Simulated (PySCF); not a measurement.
The vertical singlet excitations below were computed for one of the candidates. The calculation used TDDFT CAM-B3LYP/def2-SVPD, vertical, gas phase, core orbitals frozen in the response (PySCF). Geometries: PBE0-D3(BJ)/def2-SVP, one conformer each.

| state | ν̃ (cm⁻¹) | f | main configurations (H = HOMO, L = LUMO) |
| --- | --- | --- | --- |
| S1 | 63750 | 0.0013 | H→L (42%), H→L+1 (18%), H→L+4 (9%) |
| S2 | 65830 | 0.0088 | H→L+1 (46%), H→L (12%), H→L+5 (10%) |
| S3 | 67290 | 0.0012 | H→L (24%), H→L+5 (11%) |
| S4 | 68540 | 0.026 | H-1→L+1 (37%), H-1→L+3 (9%) |
| S5 | 69020 | 0.026 | H-1→L (49%), H-1→L+5 (9%) |
| S6 | 69470 | 0.035 | H-2→L+1 (40%), H-1→L+1 (10%), H-2→L+3 (9%) |

Orbital energies (eV): HOMO-3 -11.24, HOMO-2 -10.73, HOMO-1 -10.56, HOMO -9.97, LUMO 0.80, LUMO+1 1.23, LUMO+2 1.50.

**Question.** Which structure fits?
A. `C[C@H]1CCS(=O)(=O)O1`
B. `C=CS(=O)(=O)C=C`
C. `CC(=O)O[SiH2]O[SiH3]`
D. `O=S1(=O)C=CCC1`

**Answer.** A. Its S1, at 7.90 eV, is the highest among the candidates; the nearest of the others has S1 at 6.30 eV. S1 is HOMO→LUMO (42%), HOMO→LUMO+1 (18%), HOMO→LUMO+4 (9%). Löwdin shares by element: HOMO oxygen 84%, carbon 5% or more; LUMO carbon 23% or more, sulfur 12%, hydrogen 10% or more (atoms not listed hold the other 55%). At the same level the other candidates give, for their lowest levels:
- `C=CS(=O)(=O)C=C`: 5.78 eV (f 0.007); 6.33 eV (f 0.106); 6.77 eV (f 0.007); 6.89 eV (f 0.011); 6.92 eV (f 0.399); T1 4.14 eV; HOMO -9.75, LUMO -0.64 eV
- `CC(=O)O[SiH2]O[SiH3]`: 5.87 eV (f 0.001); 7.53 eV (f 0.004); 7.72 eV (f 0.001); 7.82 eV (f 0.039); 8.15 eV (f 0.046); T1 5.37 eV; HOMO -9.75, LUMO 0.77 eV
- `O=S1(=O)C=CCC1`: 6.30 eV (f 0.003); 6.69 eV (f 0.163); 7.39 eV (f 0.025); 7.61 eV (f 0.001); 7.64 eV (f 0.006); T1 4.26 eV; HOMO -9.54, LUMO 0.07 eV
Triplets come from the Tamm–Dancoff approximation.
